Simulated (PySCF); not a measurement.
## Bond length, frequency and bond energy of InPb by level of theory

State: ⁴Σ⁻ (quartet), unpaired electrons σ ↑, π ↑↑. Set-up: basis In def2-SVP with ECP28, Pb def2-SVP with ECP60; scalar-relativistic core potentials; PySCF 2.14. De refers to In + Pb in their high-spin ground configurations, without counterpoise correction. The functionals are run spin-unrestricted. A positive dipole means In(−)Pb(+).

```json
{"Level": "UHF", "Re (Å)": "2.991", "ωe (cm⁻¹)": "116", "De (eV)": "1.12", "μ (D)": "-2.64", "CPU s a point (SCF and correlation, without the integrals)": "0.18"}
{"Level": "UHF-MP2", "Re (Å)": "2.903", "ωe (cm⁻¹)": "135", "De (eV)": "1.72", "μ (D)": "n/a", "CPU s a point (SCF and correlation, without the integrals)": "0.3"}
{"Level": "UHF-SCS-MP2", "Re (Å)": "2.916", "ωe (cm⁻¹)": "131", "De (eV)": "1.51", "μ (D)": "n/a", "CPU s a point (SCF and correlation, without the integrals)": "n/a"}
{"Level": "UHF-CCSD", "Re (Å)": "2.936", "ωe (cm⁻¹)": "129", "De (eV)": "1.61", "μ (D)": "n/a", "CPU s a point (SCF and correlation, without the integrals)": "n/a"}
{"Level": "UHF-CCSD(T)", "Re (Å)": "2.932", "ωe (cm⁻¹)": "129", "De (eV)": "1.70", "μ (D)": "n/a", "CPU s a point (SCF and correlation, without the integrals)": "6.3"}
{"Level": "PBE", "Re (Å)": "2.944", "ωe (cm⁻¹)": "122", "De (eV)": "2.05", "μ (D)": "-0.97", "CPU s a point (SCF and correlation, without the integrals)": "0.77"}
{"Level": "PBEsol", "Re (Å)": "2.898", "ωe (cm⁻¹)": "128", "De (eV)": "2.24", "μ (D)": "-0.91", "CPU s a point (SCF and correlation, without the integrals)": "0.63"}
{"Level": "r²SCAN", "Re (Å)": "2.906", "ωe (cm⁻¹)": "128", "De (eV)": "2.05", "μ (D)": "-1.18", "CPU s a point (SCF and correlation, without the integrals)": "0.72"}
{"Level": "B3LYP", "Re (Å)": "2.953", "ωe (cm⁻¹)": "121", "De (eV)": "1.78", "μ (D)": "-1.23", "CPU s a point (SCF and correlation, without the integrals)": "0.68"}
{"Level": "PBE0", "Re (Å)": "2.907", "ωe (cm⁻¹)": "129", "De (eV)": "1.92", "μ (D)": "-1.27", "CPU s a point (SCF and correlation, without the integrals)": "1.1"}
{"Level": "MN15", "Re (Å)": "2.888", "ωe (cm⁻¹)": "134", "De (eV)": "2.03", "μ (D)": "-1.15", "CPU s a point (SCF and correlation, without the integrals)": "0.83"}
```

Q: Which functional lies closest to UHF-CCSD(T) in De, which farthest, and by how much do they differ from it?

A: Closest is B3LYP (+2.1 pm in Re, -6.2 % in ωe, +0.08 eV in De against UHF-CCSD(T) in the same basis), farthest PBEsol (-3.4 pm in Re, -0.8 % in ωe, +0.54 eV in De). CCSD(T) converges more slowly with the basis than the functionals do and binds too weakly in this one, so the order can change at the basis-set limit.

Q: What does a quarter of exact exchange do here, going from PBE to PBE0?

A: PBE0 less PBE: -3.7 pm in Re, +5.7 % in ωe, -0.13 eV in De. Exact exchange removes part of the self-interaction that spreads semilocal densities, and in most molecules shortens and stiffens the bond and lowers De; so it does here.

Q: What does the step from GGA to meta-GGA do here, going from PBE to r²SCAN?

A: r²SCAN less PBE: -3.8 pm in Re, +4.9 % in ωe, +0.00 eV in De. 

Correlated steps freeze 8 core orbitals. Correlated levels converge slowly with the basis: in double zeta they bind strong bonds too weakly, by up to about 1 eV, and carry superposition errors of some tenths. These are scalar-relativistic numbers at best; spin–orbit coupling would shift them, the dissociation energy most. The state is the lowest determinant that a PBE0 search found; another state may lie lower at other levels.

The whole job (state search and all levels along the bond) took about 2.5 min on 1 thread of Intel Xeon Platinum 8259CL @ 2.50GHz (shared host), peak memory 0.62 GiB.
